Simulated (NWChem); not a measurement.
Species: SnHOF, singlet; SMILES [OH][Sn][F]

```xyz
4

Sn     0.3451     0.0586     0.0000
F     -0.9189    -1.4454     0.0000
O     -1.0890     1.4342     0.0000
H     -1.9742     1.0439     0.0000
```
Atoms are numbered in this order, from 1.

Results from NWChem. Low-valent species are run as closed-shell singlets; no triplet was tried in these runs. All runs use the structure optimised with PBE0/def2-SVP. def2 effective core potentials on Sn; no spin-orbit coupling. B3LYP is NWChem's, with the RPA form of VWN correlation. Field at 589 nm.

For level B3LYP/def2-SVP:

* **isotropic polarisability (bohr³)**: 37.4

Problem. What are these values for level B3LYP/def2-SVPD?

Solution. The isotropic polarisability (bohr³) comes out as 45.9.
